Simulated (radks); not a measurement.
Correlation energies from several functionals, in hartree. Species: Ir4+ [Xe] 4f14 5d5; Si3+ [Ne] 3s1. Calculated with a radial shooting solver on a logarithmic mesh with Libxc functionals: non-relativistic Kohn-Sham, PBE, spin-polarised, spherical densities, point nucleus. Every spin shell is full or empty, so the densities are truly spherical. Functionals are evaluated on that one density, not self-consistently.

\begin{tabular}{lrr}
functional & Ir4+ & Si3+ \\ \hline
PW92 & -7.7160 & -0.90830 \\
VWN5 & -7.7485 & -0.91298 \\
PZ & -7.7155 & -0.90526 \\
PBE & -4.5042 & -0.40038 \\
LYP & -3.9843 & -0.45522 \\
AM05 & -7.2723 & -0.81969 \\
TPSS & -4.5006 & -0.40185 \\
Tao-Mo & -4.4014 & -0.36267 \\
\end{tabular}
